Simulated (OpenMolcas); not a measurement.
Nb3+: moving or changing the point charges

Nb3+ among 8 point charges of -1.2 e arranged as a cube (Oh), 2.07 Å from the ion.

```json
{
 "Program": "OpenMolcas 26.06",
 "Method": "CASSCF",
 "Basis": "ANO-RCC-VDZP [6s5p3d1f]",
 "Scalar Hamiltonian": "DKH2, point nucleus",
 "Active space": "2 electrons in 5 orbitals (4d)",
 "State averaging": "2S+1 = 3 even, 10 roots; 2S+1 = 1 even, 15 roots",
 "Spin-orbit coupling": "RASSI with atomic mean-field integrals over the reference wave functions"
}
```

Runs around this geometry, states (labels of O, the rotations of Oh). Energies in cm-1 above the lowest state or level, χT in cm3 K/mol; 10Dq and B are least-squares fits to the states below 45000 cm-1, weighted by degeneracy, with a free offset, and given where the rms deviation is under 5 % of |10Dq| (or 100 cm-1) and under 700 cm-1; 10Dq is negative for this site.

| R (Å) | q (e) | Ground state | First state of that spin | 10Dq | B (rms of fit) | First gap with spin-orbit (degeneracies) | χT at 300 K | First state of another spin |
| --- | --- | --- | --- | --- | --- | --- | --- | --- |
| 2.07 | -0.6 | 3A2 | 3T2 4324 | -4503 | 752 (66) | 4191 (3, 2) | 0.603 | 1E 11144 |
| 1.91 | -1.2 | 3A2 | 3T2 13377 |  |  | 10026 (3, 2) | 0.880 | 1E 10169 |
| 2.07 | -1.2 | 3A2 | 3T2 9050 |  |  | 8788 (3, 2) | 0.804 | 1E 10812 |
| 2.21 | -1.2 | 3A2 | 3T2 6592 |  |  | 6403 (3, 1) | 0.727 | 1E 11055 |

Taking the first state of the same spin as R^-n, n = -ln(6592 / 13377) / ln(2.21 / 1.91) = 4.9 between the shortest and longest distance.

Scaling the charges by -0.6 / -1.2 = 0.50 scales the first state of the same spin by 4324 / 9050 = 0.48; with fixed orbitals a first-order splitting would follow the charge.

Without dynamic correlation the repulsion within the d shell is too large (B by tens of per cent), so at a given field states of lower spin stand too high. This is an electrostatic model: the charges have no orbitals. No measured value stands beside these numbers.
